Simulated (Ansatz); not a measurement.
Isomers of B4H4⁻ (doublet), relaxed with r2SCAN-D4/def2-TZVPD; total energies from Ansatz at ωB97M-V/def2-TZVPD.

```
isomer                                                               description  energy (Eh)
     A                   point group D2d; 6 × B–B 1.63 to 1.85 Å; 4 × B–H 1.20 Å   -101.71707
     B  point group not assigned; 5 × B–B 1.52 to 1.88 Å; 4 × B–H 1.19 to 1.22 Å   -101.71006
```

The isomers come from a short search, and lower ones may exist.

Question: Work out the relative energies (1 Eh = 2625.5 kJ/mol) and the Boltzmann populations at 1200 K from electronic energies alone (R = 8.314 J/mol/K).

Answer: ΔE: A 0.0, B 18.4 kJ/mol. RT = 9.98 kJ/mol. Factors exp(−ΔE/RT): A 1, B 0.158; sum 1.158. Populations: A 86.4 %, B 13.6 %. Zero-point energy, vibrational entropy and symmetry numbers are left out and can shift these; an error of 4 kJ/mol changes a ratio by a factor of 1.5. Over the other density-functional and correlated levels in def2 sets, the gap between A and B ranges from 6 to 24 kJ/mol.
